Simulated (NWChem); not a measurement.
System: ZrH$_{4}$; SMILES [ZrH4]

```xyz
5

Zr     0.0000     0.0000     0.0000
H      1.5415     0.0000    -1.0121
H     -1.4668     0.0946    -1.1136
H      0.0076     1.4563     1.1313
H     -0.0823    -1.5508     0.9944
```
Atoms are numbered in this order, from 1.

Results from NWChem. Medium grid unless said otherwise, to which SCAN and Minnesota functionals are sensitive. Geometry: optimised at PBE0/def2-SVP. def2 effective core potentials on Zr; no spin-orbit coupling. Total energies of different functionals are on different scales.

```
level              energy (Ha)  highest occupied level (eV)  orbital gap (eV)
-----------------  -----------  ---------------------------  ----------------
B3LYP/def2-SVP        -49.3693                        -8.30              5.61
PBE/def2-SVP          -49.3347                        -7.16              3.71
r2SCAN/def2-SVP       -49.3544                        -7.50              4.29
M06-L/def2-SVP        -49.3565                        -7.54        (withheld)
TPSSh/def2-SVP        -49.3442                        -7.94              5.09
B3PW91/def2-SVP       -49.3882                        -8.29              5.65
r2SCAN0/def2-SVP      -49.3171                        -8.71              6.45
MN15-L/def2-SVP       -49.1535                        -7.74              4.61
MN15/def2-SVP         -49.2355                        -9.11              7.10
HCTH/407/def2-SVP     -49.5674                        -7.35              3.86
```

**Question.** What belongs in the gaps?

**Answer.** 
- M06-L/def2-SVP, orbital gap (eV): 4.74
